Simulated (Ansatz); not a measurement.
The same path of CH5BS2 (9 atoms, charge 0, multiplicity 1) was run 3 times with different band settings. The coordinate that changes most is the dihedral B1–S2–C3–S4.

Level of theory: RKS BLYP-D4/6-31G* (Ansatz).

Relaxed end points:

```xyz
9
Properties=species:S:1:pos:R:3
B -1.282 1.245 0.530
S -0.971 0.154 -0.847
C 0.346 -1.020 -0.212
S 2.029 -0.308 0.037
H -2.108 2.094 0.351
H -0.695 1.113 1.566
H 0.379 -1.857 -0.922
H 0.036 -1.400 0.771
H 2.266 -0.022 -1.275
```

```xyz
9
Properties=species:S:1:pos:R:3
B -1.379 0.715 -0.960
S -0.770 0.799 0.710
C 0.415 -0.645 0.828
S 2.194 -0.177 0.961
H -2.165 1.560 -1.281
H -1.009 -0.146 -1.709
H 0.238 -1.307 -0.029
H 0.186 -1.185 1.757
H 2.289 0.386 -0.276
```

Common settings: spring 5.0 eV/Å²; optimiser quadratic models (default); start path IDPP; force threshold 0.05 eV/Å; end points relaxed.

| run | movable images | climbing image | iteration limit |
| --- | --- | --- | --- |
| 1 | 5 | yes | 60 |
| 2 | 1 | no | 60 |
| 3 | 5 | yes | 10 |

Question: What does each run give, and how far can it be trusted?

Answer: Run 1: converged after 7 iterations, highest image 0.047 eV above the first end. A vibrational analysis at the climbing image gives one clearly imaginary mode, 61i cm⁻¹: a first-order saddle point.
Run 2: converged after 7 iterations, highest image 0.034 eV above the first end. The dihedral B1–S2–C3–S4 jumps by 93° between images 0 and 1, so the path isn't resolved there. No image climbed, so the highest image needn't sit at the top of the path. So few images can step over the top or miss a turn of the path.
Run 3: converged after 7 iterations, highest image 0.047 eV above the first end. Another band between the same ends (5 images) ends at a top of the same energy, where a vibrational analysis finds 1 clearly imaginary mode.
